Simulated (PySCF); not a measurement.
Does the answer move with the share of exact exchange?

CH9NSi2.
InChI=1S/CH9NSi2/c2-4-1-3/h1-2,4H2,3H3

Torsions of this conformer, `[NH2:1][SiH2:2][CH2:3][SiH3:4]`: N1–Si2–C3–Si4 40°, H–N1–Si2–C3 59°, H–N1–Si2–C3 -159°.

PySCF, pcSseg-2 basis, density fitting, gas phase, PBE0-D3(BJ)/def2-SVP geometry. One functional is left out:

| functional | exact exchange (%) | HOMO energy (eV) | LUMO energy (eV) |
| --- | --- | --- | --- |
| B97-D | 0 | -6.06 | -0.44 |
| BLYP | 0 | -5.95 | -0.55 |
| BP86 | 0 | -6.17 | -0.52 |
| LDA | 0 | -6.17 | -0.75 |
| OPBE | 0 | -6.00 | -0.40 |
| PBE | 0 | -6.06 | -0.60 |
| B3LYP | 20 | -7.22 | -0.10 |
| B97-2 | 21 | -7.18 | 0.21 |
| mPW1PW91 | 25 | -7.47 | 0.18 |
| BHandHLYP | 50 | -8.76 | 0.79 |

Question: Predict the row of PBE0 (25 % exact exchange) by straight lines through the other rows, and check it.

Answer: 
```json
{"property": "HOMO energy (eV)", "line": "-7.43", "computed": "-7.44", "computed − line": "-0.01", "mPW1PW91 (25 %), for comparison": "-7.47"}
{"property": "LUMO energy (eV)", "line": "0.15", "computed": "0.17", "computed − line": "+0.02", "mPW1PW91 (25 %), for comparison": "0.18"}
```

Question: Which of these properties follows the share of exact exchange most closely, and which least?

Answer: Most closely the HOMO energy, least the LUMO energy; the correlations over the tabulated rows are HOMO energy -0.997, LUMO energy 0.970. The HOMO energy moves by -0.543 eV for every 10 %. Functionals with the same share still differ in their other parts: at 0 % BLYP and BP86 differ by 0.22 eV in it.
